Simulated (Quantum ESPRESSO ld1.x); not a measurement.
Results of a calculation; reference values are marked as such.
Species: Nd II. Configuration: [Xe] 4f4 6s0.5 7s0.5 (fractional occupations, a model configuration). Code: ld1.x of Quantum ESPRESSO 7.5. Model: scalar-relativistic Kohn-Sham, PBEsol, spin-unpolarised, spherical densities, point nucleus.

X-ray form factor f0, the Fourier transform of the density (f0(0) = 59):

sin(theta)/lambda (1/angstrom),f0 (electrons)
0.05,57.672
0.1,55.238
0.15,52.112
0.2,48.664
0.25,45.283
0.3,42.144
0.4,36.801
0.5,32.522
0.6,28.951
0.8,23.336
1,19.510
1.25,16.469
1.5,14.261
2,10.435
